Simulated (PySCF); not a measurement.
This PySCF input asks for the NMR shieldings of SMILES C1=CP1(=CC)N(C)C, C$_{6}$H$_{12}$NP; the geometry comes from GFN2-xTB.

```python
import basis_set_exchange as bse
import numpy as np
from pyscf import gto, dft
from pyscf.prop import nmr

atoms = """
C     2.743224   -0.297135   -1.077089
C     1.283070   -0.663089   -0.974415
P     0.403444    0.090661    0.295186
N    -1.246413   -0.067560    0.052383
C    -2.160782   -0.121335    1.168639
C    -1.763028   -0.639262   -1.170155
C     0.626891    1.011332    1.857923
C     0.794688    1.785933    0.766215
H     2.886610    0.749143   -0.806865
H     3.059530   -0.426043   -2.112828
H     3.401254   -0.907435   -0.455509
H     1.090752   -1.737329   -0.978846
H    -3.049831    0.476539    0.947491
H    -1.673832    0.291714    2.051746
H    -2.482292   -1.146283    1.386334
H    -2.638027   -0.069000   -1.494310
H    -2.063200   -1.684730   -1.040904
H    -0.992451   -0.579244   -1.935517
H     0.716877    1.128614    2.924873
H     1.058369    2.815189    0.592610
"""
names = dict.fromkeys(["C", "P", "N", "H"], "pcSseg-1")
basis = {el: gto.basis.parse(bse.get_basis(n, elements=[el], fmt="nwchem")) for el, n in names.items()}
mol = gto.M(atom=atoms, basis=basis, charge=0, verbose=0)
mf = dft.RKS(mol, xc="PBE0")
mf.grids.level = 2
mf.grids.alignment = dft.numint.BLKSIZE   # the property module wants whole blocks of grid points
mf.conv_tol = 1e-9
mf.kernel()

calc = nmr.RKS(mf)   # GIAO
C = mf.mo_coeff
Co = C[:, mf.mo_occ > 0]
resp = mf.gen_response(singlet=True, hermi=2)
def vind(x):   # induced exchange potential for any number of trial vectors
    d = np.einsum("pi,xij,qj->xpq", C, 2 * x.reshape(-1, C.shape[1], Co.shape[1]), Co, optimize=True)
    return np.einsum("xpq,pi,qj->xij", resp(d - d.transpose(0, 2, 1)), C, Co, optimize=True).ravel()
mo1, _ = nmr.rhf.solve_mo1(calc, with_cphf=vind)
sigma = calc.kernel(mo1)
for i, s in enumerate(sigma):   # ppm
    w = np.linalg.eigvalsh((s + s.T) / 2)
    print("%2d %-2s iso %8.1f  s11 %8.1f  s22 %8.1f  s33 %8.1f" % (i, mol.atom_pure_symbol(i), w.mean(), *w))
```

Task: Give the expected output.

Result: 
```
 0 C  iso    173.7  s11    158.7  s22    173.3  s33    189.1
 1 C  iso    164.5  s11    107.3  s22    157.2  s33    229.1
 2 P  iso    373.8  s11    157.4  s22    223.4  s33    740.5
 3 N  iso    222.7  s11    169.8  s22    216.7  s33    281.6
 4 C  iso    149.8  s11    124.3  s22    140.3  s33    184.7
 5 C  iso    148.5  s11    126.0  s22    135.2  s33    184.3
 6 C  iso     -0.6  s11   -119.0  s22    -39.0  s33    156.1
 7 C  iso      7.4  s11   -118.7  s22    -44.0  s33    185.0
 8 H  iso     30.5  s11     26.2  s22     30.1  s33     35.2
 9 H  iso     30.0  s11     24.6  s22     27.7  s33     37.7
10 H  iso     30.2  s11     24.2  s22     28.1  s33     38.3
11 H  iso     30.4  s11     24.7  s22     31.5  s33     35.0
12 H  iso     29.4  s11     24.7  s22     26.5  s33     37.1
13 H  iso     28.9  s11     23.9  s22     29.2  s33     33.5
14 H  iso     29.5  s11     24.7  s22     27.0  s33     36.7
15 H  iso     29.3  s11     24.7  s22     26.6  s33     36.7
16 H  iso     29.5  s11     25.3  s22     27.1  s33     36.0
17 H  iso     27.0  s11     21.3  s22     29.2  s33     30.5
18 H  iso     21.3  s11     17.3  s22     21.7  s33     24.9
19 H  iso     21.7  s11     17.9  s22     22.0  s33     25.2
```

These numbers come from an equivalent density-fitted implementation of the same equations, which agrees with the script to about 0.01 ppm for H and up to a few tenths of a ppm for heavy atoms, so last digits may differ.

Task: Turn these shieldings into chemical shifts. Shifts are taken against calculated references (same method and geometry level): ¹³C (σref 186.93) and ¹H (σref 31.72) vs TMS; ³¹P (σref 318.38) against H3PO4; ¹⁵N (σref 267.73) against NH3.

Result: Averaging equivalent atoms: C 6/7: 183.5; C 4/5: 37.8; C 1: 22.4; C 0: 13.2; P 2: -55.4; N 3: 45.0; H 18/19: 10.21; H 12/13/14/15/16/17: 2.79; H 8/9/10: 1.50; H 11: 1.30 ppm. Experimental scales use liquid or dissolved standards, which lie at an offset from isolated NH3 (liquid NH3: subtract about 20 ppm) and H3PO4.

Size and cost of the density-fitted run: 203 basis functions, about 100 core-seconds.
